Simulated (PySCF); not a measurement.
C2H4BrFSi. Atoms are numbered in the order given.

```xyz
9

Si    -0.3607     0.2808     0.7425
F      0.8320     1.2132     1.3360
Br     0.5492    -1.3157    -0.5230
C     -1.4544     1.3594    -0.2888
C     -1.2257     2.6739    -0.4175
H     -1.0272    -0.3846     1.8844
H     -2.3044     0.9062    -0.8144
H     -0.3830     3.1601     0.0851
H     -1.8657     3.3171    -1.0313
```
Charge 0, spin multiplicity 1.

Coordinates come from a B3LYP-D3(BJ)/def2-SVP optimisation. This is a generated structure with no PubChem entry under its InChIKey; it may be hypothetical. One conformer was computed; it need not be the lowest.

These are B3LYP-D3(BJ)/def2-SVP in PySCF values and carry that method's errors.

Frequencies are harmonic and unscaled.

Computed vibrational spectrum:
```json
[
 {"mode": "1", "ν (cm⁻¹)": "78", "IR (km/mol)": "0.1", "Raman (Å⁴/amu)": "8.0", "depolarisation": "0.75", "moving atoms (share of kinetic energy)": "C 50 %, H 27 %, Br 11 %, Si 9 %"},
 {"mode": "2", "ν (cm⁻¹)": "145", "IR (km/mol)": "0.3", "Raman (Å⁴/amu)": "3.4", "depolarisation": "0.75", "moving atoms (share of kinetic energy)": "C 32 %, H 25 %, F 21 %, Si 13 %, Br 9 %"},
 {"mode": "3", "ν (cm⁻¹)": "192", "IR (km/mol)": "5.5", "Raman (Å⁴/amu)": "3.3", "depolarisation": "0.72", "moving atoms (share of kinetic energy)": "F 44 %, C 30 %, H 17 %"},
 {"mode": "4", "ν (cm⁻¹)": "227", "IR (km/mol)": "2.5", "Raman (Å⁴/amu)": "2.4", "depolarisation": "0.42", "moving atoms (share of kinetic energy)": "F 42 %, Br 24 %, H 12 %, C 12 %, Si 10 %"},
 {"mode": "5", "ν (cm⁻¹)": "383", "IR (km/mol)": "15.2", "Raman (Å⁴/amu)": "6.7", "depolarisation": "0.26", "moving atoms (share of kinetic energy)": "Si 39 %, C 23 %, H 21 %, Br 11 %"},
 {"mode": "6", "ν (cm⁻¹)": "450", "IR (km/mol)": "58.0", "Raman (Å⁴/amu)": "3.7", "depolarisation": "0.19", "moving atoms (share of kinetic energy)": "Si 43 %, C 22 %, H 15 %, F 10 %, Br 10 %"},
 {"mode": "7", "ν (cm⁻¹)": "536", "IR (km/mol)": "51.1", "Raman (Å⁴/amu)": "7.4", "depolarisation": "0.68", "moving atoms (share of kinetic energy)": "H 54 %, C 27 %, Si 16 %"},
 {"mode": "8", "ν (cm⁻¹)": "686", "IR (km/mol)": "28.6", "Raman (Å⁴/amu)": "5.4", "depolarisation": "0.20", "moving atoms (share of kinetic energy)": "C 45 %, H 27 %, Si 25 %"},
 {"mode": "9", "ν (cm⁻¹)": "815", "IR (km/mol)": "283.7", "Raman (Å⁴/amu)": "11.8", "depolarisation": "0.75", "moving atoms (share of kinetic energy)": "H 84 %, Si 11 %"},
 {"mode": "10", "ν (cm⁻¹)": "821", "IR (km/mol)": "27.7", "Raman (Å⁴/amu)": "8.6", "depolarisation": "0.74", "moving atoms (share of kinetic energy)": "H 76 %, F 19 %"},
 {"mode": "11", "ν (cm⁻¹)": "906", "IR (km/mol)": "140.8", "Raman (Å⁴/amu)": "1.9", "depolarisation": "0.38", "moving atoms (share of kinetic energy)": "Si 42 %, F 39 %, H 17 %"},
 {"mode": "12", "ν (cm⁻¹)": "1008", "IR (km/mol)": "25.4", "Raman (Å⁴/amu)": "0.6", "depolarisation": "0.63", "moving atoms (share of kinetic energy)": "H 72 %, C 27 %"},
 {"mode": "13", "ν (cm⁻¹)": "1011", "IR (km/mol)": "17.0", "Raman (Å⁴/amu)": "3.6", "depolarisation": "0.53", "moving atoms (share of kinetic energy)": "H 80 %, C 15 %"},
 {"mode": "14", "ν (cm⁻¹)": "1033", "IR (km/mol)": "13.1", "Raman (Å⁴/amu)": "0.2", "depolarisation": "0.48", "moving atoms (share of kinetic energy)": "H 93 %"},
 {"mode": "15", "ν (cm⁻¹)": "1274", "IR (km/mol)": "0.5", "Raman (Å⁴/amu)": "10.6", "depolarisation": "0.25", "moving atoms (share of kinetic energy)": "H 72 %, C 28 %"},
 {"mode": "16", "ν (cm⁻¹)": "1418", "IR (km/mol)": "19.0", "Raman (Å⁴/amu)": "24.4", "depolarisation": "0.44", "moving atoms (share of kinetic energy)": "H 83 %, C 17 %"},
 {"mode": "17", "ν (cm⁻¹)": "1664", "IR (km/mol)": "15.6", "Raman (Å⁴/amu)": "20.5", "depolarisation": "0.15", "moving atoms (share of kinetic energy)": "C 85 %, H 15 %"},
 {"mode": "18", "ν (cm⁻¹)": "2276", "IR (km/mol)": "111.5", "Raman (Å⁴/amu)": "166.5", "depolarisation": "0.19", "moving atoms (share of kinetic energy)": "H 97 %"},
 {"mode": "19", "ν (cm⁻¹)": "3123", "IR (km/mol)": "8.3", "Raman (Å⁴/amu)": "99.5", "depolarisation": "0.18", "moving atoms (share of kinetic energy)": "H 95 %"},
 {"mode": "20", "ν (cm⁻¹)": "3144", "IR (km/mol)": "1.4", "Raman (Å⁴/amu)": "125.7", "depolarisation": "0.26", "moving atoms (share of kinetic energy)": "H 92 %, C 8 %"},
 {"mode": "21", "ν (cm⁻¹)": "3219", "IR (km/mol)": "3.0", "Raman (Å⁴/amu)": "87.5", "depolarisation": "0.68", "moving atoms (share of kinetic energy)": "H 89 %, C 11 %"}
]
```
